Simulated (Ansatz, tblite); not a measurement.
Forces on the cluster Al₆Cu⁻ at its PBE-D4/def2-SVPD geometry. Total charge -1; singlet.

The xTB rows come from tblite. The restricted singlet is unstable towards broken spin symmetry in Hartree–Fock (as tested in another run); at PBE-D4/def2-TZVPD this wasn't settled. Another isomer (singlet) lies 0.12 eV lower at PBE0-D4/def2-TZVPD; other spin states weren't run for this one.

GFN1-xTB (tblite), largest force 2.68 eV/Å:

```xyz
7
positions Å, forces eV/Å
Cu   -1.247   -1.506   -0.068   -1.715   -2.062   -0.099
Al    0.081   -0.685    1.852    0.304    0.391    0.951
Al    1.711    0.963   -1.001    0.314    0.126   -0.229
Al    0.581    1.802    1.126    0.053    0.316    0.248
Al   -0.604    0.055   -1.881    0.369    0.418   -0.905
Al   -1.742    0.900    0.255   -0.321    0.932    0.396
Al    1.220   -1.529   -0.283    0.996   -0.120   -0.361
```

GFN2-xTB (tblite), largest force 1.46 eV/Å:

```
Cu -0.934 -1.121 -0.058
Al 0.078 0.541 -0.046
Al 0.042 -0.279 -0.317
Al -0.292 -0.022 0.304
Al 0.513 0.168 0.089
Al 0.427 0.235 0.254
Al 0.166 0.479 -0.225
```

PBE-D4/def2-TZVPD (Ansatz), largest force 0.07 eV/Å:

```
Cu -0.039 -0.043 -0.006
Al 0.036 0.030 -0.015
Al -0.048 -0.041 0.022
Al -0.028 -0.052 -0.024
Al 0.019 0.036 0.024
Al 0.044 0.023 -0.014
Al 0.017 0.047 0.014
```
